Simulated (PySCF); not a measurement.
A structure optimised at B3LYP-D3(BJ)/def2-TZVP, used in a PySCF frequency run:

```
Ge
H 1 1.5385
H 1 1.5385 2 108.98
H 1 1.5393 2 109.14 3 -119.10
P 1 2.3404 2 108.10 3 117.25
H 5 1.4193 1 94.01 2 74.28
H 5 1.4193 6 93.33 1 -94.26
```
Charge 0, spin multiplicity 1.

Question: Write its SMILES, formula and point group.

Answer: [PH2][GeH3], GeH₅P, Cs

Question: What are its rotational constants (standard atomic weights)?

Answer: 49.323, 3.7551, 3.7447 GHz
